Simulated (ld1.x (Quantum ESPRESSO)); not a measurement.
**Before and after: TM potential for Ta**

tantalum, norm-conserving Troullier–Martins (Kleinman–Bylander form), made with ld1.x (Quantum ESPRESSO) 7.5 (LDA (PZ), scalar-relativistic). Core [Xe] 4f14, reference 5d3 6s2 6p0. Waves: 6s (bound): rc 2.35 bohr; 6p (bound, empty): rc 3.95 bohr; 5d (bound): rc 2.55 bohr. Local part: all-electron potential smoothed inside 1.90 bohr (lloc = -1). Core correction: Bessel-smoothed model core inside 1.90 bohr.

All-electron outer shells of the reference configuration (LDA (PZ), scalar-relativistic, ld1.x):

| shell | level (eV) | outermost node (bohr) | outermost maximum (bohr) |
| --- | --- | --- | --- |
| 5p | -39.56 | 0.58 | 1.13 |
| 4f | -24.93 | – | 0.44 |
| 6s | -5.62 | 1.32 | 2.74 |
| 5d | -3.79 | 0.65 | 1.58 |
| 6p | -1.48 | 1.59 | 3.89 |

Change: wave 5d (bound): rc 2.55 bohr becomes 5d (bound): rc 1.84 bohr.

Cutoffs: the cutoffs (Ry, on a coarse ladder) from which the occupation-weighted sum of valence levels, in a spherical-Bessel basis at the reference potential, stays within 10 and 1 mRy of its value at 400 Ry; they do not see the model core or the augmentation charge, which bear on the density cutoff. Errors are all-electron minus pseudo energies relative to the spin-unpolarised reference configuration.

**Question.** How do hardness, ghosts and transferability respond?

**Answer.** The potential gets harder (25 Ry and 30 Ry → 30 Ry and 35 Ry); both files keep a bound ghost (p, s); of the 8 tests that both files solve, the error grows in 0 and shrinks in 2 by more than 15 % and 0.3 meV (median size 20.7 → 16.6 meV). A smaller radius makes the pseudo-wave follow the all-electron one further in, where it bends more sharply, so more plane waves are needed.

```tsv
quantity	base	changed
cutoff, loose	25 Ry	30 Ry
cutoff, tight	30 Ry	35 Ry
bound ghosts	s, p	s, p
tests counted (converged, no solver errors)	8 of 9	8 of 9
error for 5d3 6s1 6p0, meV [ΔE 8.70 eV]	-7.2	-7.6
error for 5d3 6s0 6p0, meV [ΔE 24.01 eV]	-34	-35
error for 5d2 6s0 6p0, meV [ΔE 47.94 eV]	-166	-165
error for 5d3 6s1 6p1, meV [ΔE 4.26 eV]	-3.6	-3.6
error for 5d3.5 6s1.5 6p0, meV [ΔE 0.98 eV]	-11	-12
error for 5d3 6s1.5 6p0, meV [ΔE 3.56 eV]	-2.3	-2.3
error for 5d3 6s2 6p0 (spin-polarised), meV [ΔE -1.05 eV]	+30	+21
error for 5d3 6s1 6p0 (spin-polarised), meV [ΔE 6.73 eV]	+48	+36
s: phases at 4.28 bohr within 0.05 rad from the reference energy up to (Ry; the scan ends near 5)	0.8	0.8
p: phases at 4.28 bohr within 0.05 rad from the reference energy up to (Ry; the scan ends near 5)	1.7	1.7
d: phases at 4.28 bohr within 0.05 rad from the reference energy up to (Ry; the scan ends near 5)	3.3	3.1
```

Base: Tests not counted: 5d3 6s0 6p2 (solver errors, printed error -9.7 eV). These tests converged, but a pseudo level misses the all-electron one widely, so the file describes the atom poorly there or has found another state: 5d3 6s0 6p0: empty 6p by 3.4 eV. Changed file: Tests not counted: 5d3 6s0 6p2 (solver errors, printed error -77.0 eV). These tests converged, but a pseudo level misses the all-electron one widely, so the file describes the atom poorly there or has found another state: 5d3 6s0 6p0: empty 6p by 3.4 eV. A true bound ghost makes a file unfit for plane-wave use even where its test errors are small: the radial tests pick states by their node count and pass the ghost by. Where a test does run into it, the solver fails or the error is huge.
